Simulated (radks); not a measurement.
Mo2+, configuration [Kr] 4d4.

Calculated with a radial shooting solver on a logarithmic mesh with Libxc functionals: scalar-relativistic Kohn-Sham, PBE, spin-polarised, spherical densities, point nucleus; open shells are filled with parallel spins first (spin-orbit coupling, left out, can overturn this in heavy ions).

Energy parts (hartree):
total: -4047.90733
kinetic: 4173.81706
electron-nucleus: -9728.94620
Hartree: 1630.31912
exchange-correlation: -123.09731

Orbitals (lengths in bohr, moments of r in powers of bohr; <r^-3> diverges for s and p1/2):
[
 {"orbital": "1s up", "occ.": "1", "eigenvalue (hartree)": "-729.1416", "<r^2>": "0.001669", "<r^4>": "7.208e-06", "<r^-3>": "-"},
 {"orbital": "1s down", "occ.": "1", "eigenvalue (hartree)": "-729.1422", "<r^2>": "0.001669", "<r^4>": "7.208e-06", "<r^-3>": "-"},
 {"orbital": "2s up", "occ.": "1", "eigenvalue (hartree)": "-103.5653", "<r^2>": "0.02785", "<r^4>": "0.001335", "<r^-3>": "-"},
 {"orbital": "2s down", "occ.": "1", "eigenvalue (hartree)": "-103.5485", "<r^2>": "0.02785", "<r^4>": "0.001335", "<r^-3>": "-"},
 {"orbital": "2p up", "occ.": "3", "eigenvalue (hartree)": "-92.65351", "<r^2>": "0.02193", "<r^4>": "0.0009572", "<r^-3>": "2551"},
 {"orbital": "2p down", "occ.": "3", "eigenvalue (hartree)": "-92.64109", "<r^2>": "0.02192", "<r^4>": "0.0009569", "<r^-3>": "2552"},
 {"orbital": "3s up", "occ.": "1", "eigenvalue (hartree)": "-18.18838", "<r^2>": "0.2107", "<r^4>": "0.06879", "<r^-3>": "-"},
 {"orbital": "3s down", "occ.": "1", "eigenvalue (hartree)": "-18.17977", "<r^2>": "0.2107", "<r^4>": "0.06871", "<r^-3>": "-"},
 {"orbital": "3p up", "occ.": "3", "eigenvalue (hartree)": "-14.61362", "<r^2>": "0.2158", "<r^4>": "0.07604", "<r^-3>": "424.6"},
 {"orbital": "3p down", "occ.": "3", "eigenvalue (hartree)": "-14.60388", "<r^2>": "0.2157", "<r^4>": "0.07588", "<r^-3>": "424.3"},
 {"orbital": "3d up", "occ.": "5", "eigenvalue (hartree)": "-8.80039", "<r^2>": "0.2075", "<r^4>": "0.08365", "<r^-3>": "56.38"},
 {"orbital": "3d down", "occ.": "5", "eigenvalue (hartree)": "-8.78497", "<r^2>": "0.2072", "<r^4>": "0.08318", "<r^-3>": "56.35"},
 {"orbital": "4s up", "occ.": "1", "eigenvalue (hartree)": "-3.07364", "<r^2>": "1.389", "<r^4>": "2.914", "<r^-3>": "-"},
 {"orbital": "4s down", "occ.": "1", "eigenvalue (hartree)": "-2.98037", "<r^2>": "1.371", "<r^4>": "2.844", "<r^-3>": "-"},
 {"orbital": "4p up", "occ.": "3", "eigenvalue (hartree)": "-2.12262", "<r^2>": "1.734", "<r^4>": "4.743", "<r^-3>": "60.30"},
 {"orbital": "4p down", "occ.": "3", "eigenvalue (hartree)": "-2.01910", "<r^2>": "1.713", "<r^4>": "4.660", "<r^-3>": "61.92"},
 {"orbital": "4d up", "occ.": "4", "eigenvalue (hartree)": "-0.80611", "<r^2>": "3.485", "<r^4>": "22.34", "<r^-3>": "4.357"},
 {"orbital": "4d down", "occ.": "0", "eigenvalue (hartree)": "-0.69443", "<r^2>": "3.606", "<r^4>": "24.58", "<r^-3>": "4.366"},
 {"orbital": "5s up", "occ.": "0", "eigenvalue (hartree)": "-0.67408", "<r^2>": "9.438", "<r^4>": "131.2", "<r^-3>": "-"},
 {"orbital": "5p up", "occ.": "0", "eigenvalue (hartree)": "-0.48328", "<r^2>": "13.55", "<r^4>": "271.6", "<r^-3>": "7.338"}
]

The highest occupied level is 4d up at -21.935 eV. Spin moment in Bohr magnetons: 4. For comparison, the ionisation energy in NIST's Atomic Spectra Database is 27.1 eV (semi-empirical). In exact Kohn-Sham theory the highest level is minus the ionisation energy, but local and semilocal functionals leave it too shallow, through self-interaction and a potential that decays too fast; potentials with the right tail come closer. Summed over all electrons, <r^2> = 31.02 bohr^2, which gives a Langevin (diamagnetic) susceptibility term of -24.6 x 10^-6 cm^3/mol.
